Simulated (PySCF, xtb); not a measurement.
C3H5BN2, SMILES NB1C=CN=C1. The values are those of a single conformer.

Harmonic wavenumbers (cm⁻¹) from xtb with GFN2-xTB at its own minimum, in rising order: 118, 271, 334, 533, 560, 595, 642, 727, 798, 816, 823, 835, 902, 982, 1090, 1105, 1218, 1263, 1448, 1544, 1569, 1636, 3053, 3087, 3113, 3467, 3502.

**Question.** What does PBE-D3(BJ)/def2-SVP run with PySCF give at its own minimum? (Estimate from the structure and the level; the computed values follow.)

**Answer.** 144, 288, 341, 551, 564, 601, 653, 721, 759, 801, 831, 845, 914, 958, 1065, 1134, 1253, 1281, 1415, 1537, 1569, 1587, 3039, 3107, 3152, 3500, 3599. Paired by order, the mean absolute difference is 22 cm⁻¹ and the zero-point energies are 51.5 and 51.8 kcal/mol.
